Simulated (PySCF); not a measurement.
**Computed spin Hamiltonian**

Species: C5H10FO (doublet state).
Geometry (GFN2-xTB, Å), atoms numbered from 1 in this order:
```
atom  x, y, z in Å
C1     2.6908    0.8425    0.3368
C2     1.6030   -0.1097    0.0693
C3     0.2130    0.5201    0.1915
C4    -0.8860   -0.5242   -0.0036
O5    -0.7755   -1.4824    1.0246
C6    -2.2678    0.1351    0.0260
F7    -3.2299   -0.8024   -0.2804
H8     3.6781    0.6558   -0.0364
H9     2.5416    1.6668    1.0055
H10    1.7271   -0.5530   -0.9244
H11    1.6389   -0.9477    0.7843
H12    0.1031    0.9565    1.1852
H13    0.0965    1.3098   -0.5523
H14   -0.7622   -1.0143   -0.9846
H15   -1.5264   -2.0845    0.9627
H16   -2.3509    0.9338   -0.7153
H17   -2.5003    0.5098    1.0273
```

The hyperfine couplings belong to this conformer and change with its torsions.

The species is `FC[C@H](O)CC[CH2]` [radical].

Theory: PySCF, UKS B3LYP, pcH-1 on C F H O, non-relativistic, mean-field spin-orbit, GIAO. One conformer (not necessarily the lowest) at the GFN2-xTB geometry, without solvent, vibrations or thermal averaging. A GFN2-xTB geometry isn't a minimum of the functional, and hyperfine couplings can be far from their values at a DFT geometry. The SCF solution wasn't tested for stability.

```json
{
 "g1, g2, g3": "2.00218, 2.00276, 2.00294",
 "g_iso": "2.00262",
 "Form of g": "rhombic: the two nearest values differ by 24 % of g3 − g1",
 "⟨S²⟩": "0.7536 (exact 0.7500)",
 "α and β electrons": "29, 28"
}
```

Isotropic coupling and dipolar principal values T1 to T3, in MHz; ρ(0) is the spin density at the nucleus:

```json
{"atom": "C1", "isotope": "13C", "a_iso": "91.1", "T1": "-81.3", "T2": "-80.6", "T3": "161.9", "Mulliken spin population": "1.08", "ρ(0) (bohr⁻³)": "0.0810"}
{"atom": "C2", "isotope": "13C", "a_iso": "-34.0", "T1": "-2.9", "T2": "0.7", "T3": "2.3", "Mulliken spin population": "-0.09", "ρ(0) (bohr⁻³)": "-0.0303"}
{"atom": "C3", "isotope": "13C", "a_iso": "17.3", "T1": "-2.1", "T2": "-1.8", "T3": "3.9", "Mulliken spin population": "0.01", "ρ(0) (bohr⁻³)": "0.0154"}
{"atom": "C4", "isotope": "13C", "a_iso": "0.4", "T1": "-0.4", "T2": "-0.4", "T3": "0.8", "Mulliken spin population": "0.00", "ρ(0) (bohr⁻³)": "0.0003"}
{"atom": "O5", "isotope": "17O", "a_iso": "-4.5", "T1": "-0.7", "T2": "0.3", "T3": "0.4", "Mulliken spin population": "0.00", "ρ(0) (bohr⁻³)": "0.0075"}
{"atom": "C6", "isotope": "13C", "a_iso": "1.7", "T1": "-0.2", "T2": "-0.2", "T3": "0.4", "Mulliken spin population": "0.00", "ρ(0) (bohr⁻³)": "0.0015"}
{"atom": "F7", "isotope": "19F", "a_iso": "0.0", "T1": "-0.7", "T2": "-0.6", "T3": "1.2", "Mulliken spin population": "0.00", "ρ(0) (bohr⁻³)": "0.0000"}
{"atom": "H8", "isotope": "1H", "a_iso": "-62.6", "T1": "-39.3", "T2": "-0.1", "T3": "39.4", "Mulliken spin population": "-0.05", "ρ(0) (bohr⁻³)": "-0.0140"}
{"atom": "H9", "isotope": "1H", "a_iso": "-62.6", "T1": "-39.5", "T2": "0.1", "T3": "39.4", "Mulliken spin population": "-0.04", "ρ(0) (bohr⁻³)": "-0.0140"}
{"atom": "H10", "isotope": "1H", "a_iso": "50.8", "T1": "-4.9", "T2": "-4.5", "T3": "9.4", "Mulliken spin population": "0.02", "ρ(0) (bohr⁻³)": "0.0114"}
{"atom": "H11", "isotope": "1H", "a_iso": "165.7", "T1": "-6.3", "T2": "-2.6", "T3": "8.9", "Mulliken spin population": "0.06", "ρ(0) (bohr⁻³)": "0.0371"}
{"atom": "H12", "isotope": "1H", "a_iso": "-1.5", "T1": "-3.0", "T2": "-2.9", "T3": "5.9", "Mulliken spin population": "0.00", "ρ(0) (bohr⁻³)": "-0.0003"}
{"atom": "H13", "isotope": "1H", "a_iso": "-2.2", "T1": "-4.0", "T2": "-2.5", "T3": "6.5", "Mulliken spin population": "0.00", "ρ(0) (bohr⁻³)": "-0.0005"}
{"atom": "H14", "isotope": "1H", "a_iso": "0.7", "T1": "-1.2", "T2": "-1.1", "T3": "2.3", "Mulliken spin population": "0.00", "ρ(0) (bohr⁻³)": "0.0002"}
{"atom": "H15", "isotope": "1H", "a_iso": "1.6", "T1": "-0.7", "T2": "-0.7", "T3": "1.4", "Mulliken spin population": "0.00", "ρ(0) (bohr⁻³)": "0.0004"}
{"atom": "H16", "isotope": "1H", "a_iso": "-0.1", "T1": "-0.6", "T2": "-0.5", "T3": "1.2", "Mulliken spin population": "0.00", "ρ(0) (bohr⁻³)": "0.0000"}
{"atom": "H17", "isotope": "1H", "a_iso": "-0.1", "T1": "-0.6", "T2": "-0.5", "T3": "1.1", "Mulliken spin population": "0.00", "ρ(0) (bohr⁻³)": "0.0000"}
```

The Mulliken spin populations are largest on C1 (+1.08), C2 (-0.09) and H11 (+0.06). C1 is the only atom above +0.15. The positive populations add up to 1.18 and the negative ones to -0.18, together 2S = 1. The angles at C1 add up to 359.6°, so it is planar; its axial dipolar tensor and the negative couplings of its protons fit spin in a p orbital normal to that plane.

Axes: g2 points within 11° of the C1–C2 bond.

Under fast tumbling the dipolar parts average out, and these isotropic splittings remain: 1 × 1H (H11, I = 1/2, 2 lines) with 5.91 mT, 2 × 1H (H8/H9, I = 1/2, 3 lines) with 2.23 mT, 1 × 1H (H10, I = 1/2, 2 lines) with 1.81 mT, 1 × 1H (H13, I = 1/2, 2 lines) with 0.08 mT, 1 × 1H (H15, I = 1/2, 2 lines) with 0.06 mT and 1 × 1H (H12, I = 1/2, 2 lines) with 0.05 mT.

Class means assume fast exchange of nuclei equivalent by connectivity; if that motion is slow, each nucleus keeps its own coupling.

The 13C coupling of C1 (91.1 MHz) shows only in satellite lines or after enrichment, since that isotope makes up about 1.07 % of natural carbon.

The spin density at the nucleus, in bohr⁻³, is negative for C2 (-0.0303) and H8/H9 (-0.0140), for instance. A restricted open-shell determinant has no negative spin density anywhere; here it arises because α and β orbitals differ (spin polarisation).
